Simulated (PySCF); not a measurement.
**Potential energy of SbS along the bond**

Set-up: Sb cc-pVTZ-PP with ECP28, S cc-pV(T+d)Z; scalar-relativistic core potentials (PySCF 2.14). Energies in eV from Sb + S in their ground configurations at the same level. State: ²Π (doublet), unpaired electrons π ↑.

All columns are PBE0. A positive dipole means Sb(−)S(+).

```
R (Å)  E (eV)  μ (D)  Mulliken charge on Sb (basis-dependent)  HOMO (eV)  LUMO (eV)  Mayer bond order  ⟨S²⟩
1.904  -1.728  -1.19                                     0.12      -4.84      -3.03              2.36  0.75
1.993  -2.724  -1.56                                     0.18      -5.04      -3.24              2.32  0.76
2.081  -3.262  -1.91                                     0.24      -5.24      -3.45              2.29  0.76
2.148  -3.448  -2.16                                     0.27      -5.38      -3.59              2.26  0.76
2.214  -3.495  -2.41                                     0.29      -5.52      -3.74              2.24  0.76
2.280  -3.438  -2.64                                     0.31      -5.65      -3.87              2.22  0.77
2.369  -3.248  -2.88                                     0.33      -5.80      -4.03              2.15  0.82
2.480  -2.920  -2.92                                     0.32      -5.97      -4.08              1.90  1.06
2.612  -2.503  -2.89                                     0.30      -6.12      -4.01              1.58  1.33
2.790  -1.970  -2.97                                     0.28      -6.28      -3.87              1.26  1.57
```

A fit through these points gives, at Re = 2.207 Å, μ = -2.38 D and dμ/dR = -3.63 D/Å; the reduced mass is 25.29 u.

Question: How strong is the fundamental in the double-harmonic approximation, I = 42.26·(dμ/dR)²/μred km/mol?

Answer: I = 42.26·(-3.63)²/25.29 = 22.0 km/mol at PBE0.

⟨S²⟩ of the unrestricted solution departs from its pure value on part of the curve, where spin states mix. Spin–orbit coupling is left out, which matters for elements this heavy, above all for dissociation energies. The state was picked by a PBE0 search and need not be the measured ground state.
